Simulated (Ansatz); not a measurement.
A structure relaxed at B3LYP-D4/def2-SVP in Ansatz, charge 0, singlet:

```xyz
8

B     0.296   -1.187    0.466
Cl    0.292   -1.907   -1.160
Cl    0.644   -2.216    1.857
O     0.047    0.103    0.681
C    -0.258    1.098   -0.282
H     0.435    1.941   -0.143
H    -1.286    1.454   -0.110
H    -0.171    0.714   -1.309
```

Q: Give its formula, name or SMILES.

A: BCl2(OMe) (CH3BCl2O).

Q: Summarise the bond lengths by kind (pairs closer than 1.2 times the sum of covalent radii, bridged metal pairs left out).

A: 2 × B–Cl 1.76 to 1.78 Å; 1 × C–O 1.42 Å; 1 × B–O 1.33 Å; 3 × C–H 1.10 Å.
